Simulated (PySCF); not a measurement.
C8H5N5, SMILES C12=NC=CC3N2C(C=CN=3)=NC=N1.

Geometry: B3LYP-D3(BJ)/def2-SVP.

Level of theory: PBE/def2-SVP (PySCF).

Symmetry labels are those of the subgroup Cs that the program uses (full group Cs).

Problem. List the valence orbital energies around the gap with their symmetry. (The exact figures need the calculation; the answer reports its results.)

Solution. 
| orbital | symmetry | energy (eV) |
|---|---|---|
| HOMO−7 | A" | -8.85 |
| HOMO−6 | A" | -8.14 |
| HOMO−5 | A" | -7.81 |
| HOMO−4 | A' | -7.49 |
| HOMO−3 | A' | -6.72 |
| HOMO−2 | A' | -6.50 |
| HOMO−1 | A' | -6.13 |
| HOMO | A" | -5.42 |
| LUMO | A" | -3.38 |
| LUMO+1 | A" | -2.35 |
| LUMO+2 | A" | -2.23 |
| LUMO+3 | A" | 0.51 |
